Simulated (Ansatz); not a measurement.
`C[Si](C)(C)[O][In]([Cl])[Cl]` from Hartree–Fock to CCSD(T)

Z-matrix (Å, degrees):
```
Si
C 1 1.870
C 1 1.870 2 109.6
In 1 3.283 2 95.1 3 97.4
C 1 1.864 2 110.9 3 -122.7
O 1 1.657 2 109.5 3 120.1
H 2 1.093 1 111.1 3 -178.2
H 2 1.094 1 111.3 3 -57.6
H 2 1.094 1 111.1 3 62.0
H 3 1.094 1 111.0 2 -61.9
H 3 1.094 1 111.3 2 57.6
H 3 1.093 1 111.1 2 178.2
Cl 4 2.292 1 142.4 2 124.7
Cl 4 2.307 1 97.6 2 -55.2
H 5 1.093 1 110.9 2 -179.0
H 5 1.094 1 111.0 2 61.0
H 5 1.093 1 110.9 2 -59.1
```

The species carries charge 0 and has multiplicity 1. Correlated methods include outer-core shells of In, which these sets cover unevenly. In: def2 effective core potential. The structure was optimised at the PBE0-D4/def2-TZVP level. It is one conformer, not always the lowest. Frozen core, restricted reference, Ansatz.

```tsv
basis	HF (Eh)	MP2 corr.	CCSD corr.	(T)	CCSD(T) total
def2-SVP	?	?	-1.14026	-0.03093	?
def2-TZVPP	-1591.19216	?	?	-0.06361	?
def2-QZVPP	-1591.23794	-1.83134	–	–	–
```

(1) Fill in the withheld values. (Estimate.)

## Answers

(1) Computed: def2-SVP HF (Eh): -1590.53278; def2-SVP MP2 corr.: -1.05823; def2-SVP CCSD(T) total: -1591.70397; def2-TZVPP MP2 corr.: -1.54039; def2-TZVPP CCSD corr.: -1.60928; def2-TZVPP CCSD(T) total: -1592.86505.
